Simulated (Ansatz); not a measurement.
Mulliken charges of `F[Si](Br)(Br)Br` from r2SCAN/def2-TZVPP in Ansatz (PBE0-D4/def2-TZVP geometry).

```
atom   x (Å)   y (Å)   z (Å)  charge (e)
  F1  -1.259  -0.667   0.857      -0.266
 Si2  -0.058  -0.050   0.038       0.676
 Br3   1.748  -1.170   0.540      -0.137
 Br4  -0.523  -0.235  -2.088      -0.137
 Br5   0.143   2.048   0.611      -0.137
```

Question: By hand: the dipole of these point charges (1 e Å = 4.8032 D).

Answer: Σ q r = (0.108, 0.056, -0.074) e Å, of length 0.142 e Å = 0.68 D.

Question: How does the dipole of the full density compare? (An estimate is asked.)

Answer: Computed: (0.095, 0.049, -0.065) e Å, 0.60 D; the point charges give 1.13 times that, at 0° from its direction.

Point charges leave out the atoms' own dipoles, such as those of lone pairs, and Mulliken's split depends on the basis, so the close match here is no proof of good charges.
